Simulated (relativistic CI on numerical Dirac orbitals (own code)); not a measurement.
## Spin-allowed bands of a d3 ion in a tetrahedral site, by hand

Problem. Take Δ = 8600 cm⁻¹ and B = 940 cm⁻¹ for a d3 ion in a tetrahedral site. Calculate the three spin-allowed bands.

Working.
1. The terms of highest spin are 4F (energy 0) and 4P (15B = 14100 cm⁻¹). Here the F term splits into A2 at +1.2Δ = 10320, T2 at +0.2Δ = 1720 and T1 at −0.6Δ = -5160 cm⁻¹.
2. The two T1 states mix through the element 0.4Δ: H = [[-5160, 3440], [3440, 14100]], with roots ½(H₁₁ + H₂₂) ∓ ½√[(H₂₂ − H₁₁)² + 4H₁₂²] = ½(8940) ∓ ½(20452) = -5756 and 14696 cm⁻¹.
3. The ground term is 4T1 at -5756 cm⁻¹.
4. Bands: 4T2 7476 cm⁻¹ (1338 nm), 4A2 16076 cm⁻¹ (622 nm), 4T1(P) 20452 cm⁻¹ (489 nm).

Check. Exact diagonalisation of the whole d3 shell with these parameters gives 4T2 7476, 4A2 16076, 4T1 20452 cm⁻¹. The match is exact, since without spin-orbit coupling no other term has this spin. The ratio of the second band to the first, 2.150, depends on Δ/B = 9.1 alone, which is how a Tanabe-Sugano diagram is read.
